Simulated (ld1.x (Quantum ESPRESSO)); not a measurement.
## What one change does to a pseudopotential (chromium, TM)

chromium (Cr), norm-conserving Troullier–Martins (Kleinman–Bylander form), made with ld1.x (Quantum ESPRESSO) 7.5 (LDA (PZ), scalar-relativistic). Core [Ar], reference 3d5 4s0 4p0 (charge +1). Waves: 4s (bound, empty): rc 2.40 bohr; 4p (bound, empty): rc 3.45 bohr; 3d (bound): rc 1.75 bohr; 4f channel at 0.2 Ry: rc 3.60 bohr. Local part: all-electron potential smoothed inside 2.65 bohr (lloc = -1). Core correction: Bessel-smoothed model core inside 1.60 bohr.

All-electron outer shells of the reference configuration (LDA (PZ), scalar-relativistic, ld1.x):

| shell | level (eV) | outermost node (bohr) | outermost maximum (bohr) |
| --- | --- | --- | --- |
| 3p | -52.46 | 0.33 | 0.80 |
| 4s | -10.19 | 1.12 | 2.55 |
| 3d | -10.16 | – | 0.84 |
| 4p | -6.10 | 1.24 | 3.19 |

Change: core [Ne], valence charge 14; reference 3s2 3p6 3d5 4s1 4p0; waves now 3s (bound): rc 1.10 bohr; 3p (bound): rc 0.95 bohr; 3d (bound): rc 0.95 bohr; 4f channel at 0.2 Ry: rc 1.20 bohr; local potential the f channel; core correction Bessel-smoothed model core, default radius (core density twice the valence density) (4s counted twice).

Cutoffs: the cutoffs (Ry, on a coarse ladder) from which the occupation-weighted sum of valence levels, in a spherical-Bessel basis at the reference potential, stays within 10 and 1 mRy of its value at 400 Ry; they do not see the model core or the augmentation charge, which bear on the density cutoff. Errors are all-electron minus pseudo energies relative to the spin-unpolarised reference configuration.

Q: What does the change do?

A: The potential gets harder (80 Ry and 90 Ry → 180 Ry and 230 Ry); the miss of the reference levels goes from 0.00 to 0.15 eV; neither file shows a bound ghost. The added semicore shells are compact, so their waves need more plane waves. In the changed file ld1.x takes every shell without a wave as core, so the model core holds the 4s electrons as well and exchange and correlation see them twice. This cancels in the reference configuration, but the file is broken for other ones, and its errors say nothing about a proper core correction. Several settings change at once here, so the effects cannot be laid on one of them.

| quantity | base | changed |
| --- | --- | --- |
| cutoff, loose | 80 Ry | 180 Ry |
| cutoff, tight | 90 Ry | 230 Ry |
| bound ghosts | none | none |
| largest miss of a reference level, eV | 0.00 | 0.15 |
| largest error over its own tests, meV | -1108 | -1119 |
